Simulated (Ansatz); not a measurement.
`F[SiH](Cl)I` + `[SH][GeH3]` → `F[SiH](Cl)[S][GeH3]` + HI at 500 K and 1 bar (ligand exchange at the Si–I bond).

Isolated molecules relaxed with PBE0-D4/def2-TZVP in Ansatz; ΔE leaves out vibrations. CCSD(T)/CBS is the MP2 limit (def2-TZVPP, def2-QZVPP) plus CCSD(T) − MP2 in def2-TZVPP, frozen cores. Elements past krypton have def2 core potentials. For Ge, I outer-core shells are correlated without core-valence functions, which leaves a few kJ/mol of doubt a bond. Scalar relativity is left out up to krypton. Each species was taken in one conformer, which may not be the lowest.

| species | CCSD(T)/CBS energy (Eh) | H − E (kJ/mol) | S (J/(mol·K)) |
| --- | --- | --- | --- |
| `F[SiH](Cl)I` | -1146.84711 | 70.9 | 374.4 |
| `[SH][GeH3]` | -2476.30083 | 114.8 | 326.3 |
| `F[SiH](Cl)[S][GeH3]` | -3325.10853 | 156.1 | 461.1 |
| HI | -298.03592 | 28.6 | 221.6 |

H − E and S are ideal-gas, rigid-rotor, harmonic terms from PBE0-D4/def2-TZVP, for one conformer and one mirror image of each species. 1 Eh = 2625.50 kJ/mol, R = 8.31446 J/(mol·K).

**Question.** By hand: ΔE, ΔH, ΔS and ΔG.

**Answer.** ΔE = (-3325.10853) + (-298.03592) − (-1146.84711) − (-2476.30083) = 0.00349 Eh = 9.2 kJ/mol. Δ(H − E) = 156.1 + 28.6 − 70.9 − 114.8 = -1.0, so ΔH = 8.2 kJ/mol. ΔS = 461.1 + 221.6 − 374.4 − 326.3 = -18.0 J/(mol·K). ΔG = 8.2 − 500 × (-18.0)/1000 = 17.2 kJ/mol.

**Question.** By hand: the equilibrium constant, and the temperature at which ΔG would vanish if ΔH and ΔS stayed fixed.

**Answer.** log₁₀ K = −ΔG/(RT ln 10) = -1.8. ΔH and −TΔS have one sign here, so there is no such temperature.

TΔS isn't small against ΔH here. A doubt of 5 kJ/mol in ΔE shifts log₁₀ K by 0.5 here. Other conformers and mirror images would add mixing entropy, several J/(mol·K) or more a flexible species. Modes under 60 cm⁻¹, often nearly free rotors, make the harmonic entropy too high. These are equilibria of isolated gas molecules and say nothing of rates. Largest T1 diagnostic: 0.011 (customary marks: 0.02 for closed shells, 0.045 for open ones).
